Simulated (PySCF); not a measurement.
## Löwdin shares of the frontier orbitals

C4H7ClSi.
Atom-mapped SMILES: `[CH2:1]=[C:2]1[CH2:3][SiH:4]([Cl:5])[CH2:6]1` (hydrogens: H7, H8 on C1; H9, H10 on C3; H11 on Si4; H12, H13 on C6)

Structure used (GFN2-xTB), in Å, numbered top down from 1:
```xyz
13
C4H7ClSi angstrom
C     -2.0268   -0.2296    0.1211
C     -0.7239   -0.0588    0.0367
C      0.1697   -0.1947   -1.1778
Si     1.7165    0.0051   -0.0664
Cl     2.9167    1.5860   -0.4299
C      0.2558    0.2817    1.1396
H     -2.6229   -0.4861   -0.7392
H     -2.5533   -0.1180    1.0545
H      0.0320   -1.1372   -1.7044
H     -0.0042    0.6020   -1.9015
H      2.5410   -1.1790    0.1459
H      0.1242    1.3024    1.4994
H      0.1709   -0.3734    2.0042
```

Theory: TDDFT CAM-B3LYP/def2-SVPD, vertical, gas phase, core orbitals frozen in the response in PySCF.

Kohn–Sham orbitals with the atoms that hold most of them (Löwdin shares over 4%, at most four atoms; ? is withheld):

```csv
orbital,ε (eV),atoms
HOMO-3,-10.73,"C2 22%, C3 18%, C6 18%, C1 12%"
HOMO-2,-10.00,"Cl5 32%, Si4 17%, H11 12%, C3 11%"
HOMO-1,-9.48,?
HOMO,?,?
LUMO,0.83,"C2 20%, C1 14%, Si4 11%, Cl5 10%"
LUMO+1,1.25,"Si4 28%, Cl5 14%, C1 11%, C3 8%"
LUMO+2,1.35,"Si4 31%, Cl5 18%, H11 14%, C6 9%"
```

Q: Which atoms hold the HOMO, and with what shares?

A: C1 (bonded to C and 2 H) 38%; C2 (bonded to 3 C) 32%; C6 (bonded to C, Si and 2 H) 6%; C3 (bonded to C, Si and 2 H) 6%.

Q: Give the leading atoms of the HOMO-1.

A: C6 (bonded to C, Si and 2 H) 24%; C3 (bonded to C, Si and 2 H) 23%; Si4 (bonded to 2 C, Cl and H) 19%; Cl5 (bonded to Si) 18%. By element: carbon 47% or more, silicon 19%, chlorine 18%.

Q: What is the HOMO energy, and the HOMO–LUMO gap?

A: ε(HOMO) = -8.58 eV; the gap is 9.41 eV (0.3459 hartree).

Q: The HOMO–LUMO gap is 9.41 eV. Where does the response calculation put the lowest singlet, and from which orbitals?

A: S1 is at 6.56 eV (f = 0.233), 2.85 eV below the gap, made of HOMO→LUMO (92%). 

Q: One configuration dominates each of S1, S2 and S5. Which, and how do the shares of the two leading atoms of either orbital change from the occupied to the empty one?

A: 
- S1 (6.56 eV, f 0.233), HOMO→LUMO (92%): C1 38% → 14%, C2 32% → 20%
- S2 (6.81 eV, f 0.0009), HOMO-1→LUMO (93%): C6 24% → at most 11%, C3 23% → at most 11%, C2 at most 16% → 20%, C1 at most 16% → 14%
- S5 (7.35 eV, f 0.0030), HOMO-2→LUMO (86%): Cl5 32% → 10%, Si4 17% → 11%, C2 at most 12% → 20%, C1 at most 12% → 14%
